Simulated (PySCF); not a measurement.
Choosing a basis for TDDFT

Compound: BClGeH4O2.
SMILES with atom numbers: `[OH:1][B:2]([OH:3])[GeH2:4][Cl:5]` (hydrogens: H6 on O1; H7 on O3; H8, H9 on Ge4)

TDDFT with PBE0 (PySCF), vertical singlets, core orbitals frozen in the response, spherical d and f functions. The structure is a single PBE0-D3(BJ)/def2-SVP conformer in the gas phase; no vibrational or solvent corrections. Relativistic effects, spin–orbit coupling among them, are left out although an element past zinc is present.

Task: Compare 6-31G*, def2-SVP, def2-SVPD, aug-cc-pVDZ, def2-TZVP and def2-TZVPD for this molecule.

Result: 

```csv
basis,functions,diffuse,S1 (eV),S2 (eV),S3 (eV),S4 (eV),S5 (eV),LUMO (eV),α (au)
6-31G*,100,no,5.88,6.16,7.44,7.71,7.95,-0.58,53.5
def2-SVP,112,no,5.89,6.16,7.35,7.46,7.72,-0.50,55.1
def2-SVPD,163,yes,5.79,6.07,6.54,6.93,7.32,-0.94,68.8
aug-cc-pVDZ,168,yes,5.77,6.04,6.35,6.72,7.24,-0.98,69.0
def2-TZVP,202,no,5.86,6.14,6.92,7.31,7.39,-0.76,63.9
def2-TZVPD,253,yes,5.79,6.07,6.42,6.81,7.29,-0.93,69.6
```

States are compared by their number. Against the largest diffuse basis here (def2-TZVPD, itself not a converged limit), sets without diffuse functions differ by up to 0.10 eV in S1 and 0.66 eV in S5; the smaller diffuse sets differ by up to 0.01 and 0.06 eV. State by state, the largest deviation of a set without diffuse functions is S1 0.10, S2 0.09, S3 1.02, S4 0.89, S5 0.66 eV. The same number needn't mean the same state in each row. Against def2-TZVPD the polarisability deviates by -23% in 6-31G*, -21% in def2-SVP, -1% in def2-SVPD, -1% in aug-cc-pVDZ, -8% in def2-TZVP.
